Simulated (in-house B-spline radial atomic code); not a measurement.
Inner levels of lutetium as electrons are removed. A shift is the extra binding of the orbital against the neutral atom ([Xe] 4f14 5d3/2(1) 6s2). The density at the nucleus is averaged over the nuclear charge. Computed with an all-electron radial atomic-structure program (B-spline basis): Dirac-Hartree-Fock, jj configuration that fills j = l - 1/2 first, finite nuclei.

A number in brackets counts the electrons of a j subshell.

```csv
ion,configuration,shift of 4p1/2 (eV),shift of 3p1/2 (eV),shift of 4s1/2 (eV),radius of 4p1/2 (bohr),radius of 3p1/2 (bohr),radius of 4s1/2 (bohr),Σ<r²> (bohr²),change of density at nucleus (bohr⁻³)
Lu16+,[Kr] 4d10 4f5/2(6) 4f7/2(3),361.97,374.1,359.88,0.47832,0.20181,0.47275,9.5464,-870.68
Lu17+,[Kr] 4d10 4f5/2(6) 4f7/2(2),401.22,417.07,398.84,0.47605,0.20181,0.47094,8.9586,-814.52
Lu18+,[Kr] 4d10 4f5/2(6) 4f7/2(1),441.65,461.77,438.97,0.47366,0.2018,0.46901,8.4157,-752.09
Lu19+,[Kr] 4d10 4f5/2(6),?,?,?,?,?,?,?,?
Lu20+,[Kr] 4d10 4f5/2(5),?,?,?,?,?,?,?,?
Lu21+,[Kr] 4d10 4f5/2(4),567.2,605.22,566.35,0.46591,0.20163,0.46259,7.0161,-521.33
Lu22+,[Kr] 4d10 4f5/2(3),610.68,656.05,610.92,0.4632,0.20154,0.46028,6.6098,-430.87
Lu23+,[Kr] 4d10 4f5/2(2),655.12,708.38,656.45,0.46044,0.20143,0.45792,6.2276,-334.16
Lu24+,[Kr] 4d10 4f5/2(1),?,?,?,?,?,?,?,?
Lu25+,[Kr] 4d10,746.75,817.42,750.28,0.45483,0.20119,0.45304,5.5267,-122.02
Lu26+,[Kr] 4d3/2(4) 4d5/2(5),793.82,873.55,796.36,0.45217,0.20103,0.45078,5.1882,38.35
Lu27+,[Kr] 4d3/2(4) 4d5/2(4),841.5,930.62,843.02,0.44953,0.20086,0.44853,4.861,204.01
Lu28+,[Kr] 4d3/2(4) 4d5/2(3),889.78,988.64,890.26,0.44689,0.20068,0.44628,4.5447,374.93
```

Fill in the row of Lu19+.

shift of 4p1/2 (eV): 483.19; shift of 3p1/2 (eV): 508.14; shift of 4s1/2 (eV): 480.21; radius of 4p1/2 (bohr): 0.47116; radius of 3p1/2 (bohr): 0.20178; radius of 4s1/2 (bohr): 0.46699; Σ<r²> (bohr²): 7.9122; change of density at nucleus (bohr⁻³): -683.37.

Fill in the row of Lu20+.

shift of 4p1/2 (eV): 524.69; shift of 3p1/2 (eV): 555.9; shift of 4s1/2 (eV): 522.77; radius of 4p1/2 (bohr): 0.46857; radius of 3p1/2 (bohr): 0.20171; radius of 4s1/2 (bohr): 0.46483; Σ<r²> (bohr²): 7.4492; change of density at nucleus (bohr⁻³): -605.49.

Fill in the row of Lu24+.

shift of 4p1/2 (eV): 700.48; shift of 3p1/2 (eV): 762.17; shift of 4s1/2 (eV): 702.91; radius of 4p1/2 (bohr): 0.45765; radius of 3p1/2 (bohr): 0.20132; radius of 4s1/2 (bohr): 0.4555; Σ<r²> (bohr²): 5.8672; change of density at nucleus (bohr⁻³): -231.21.
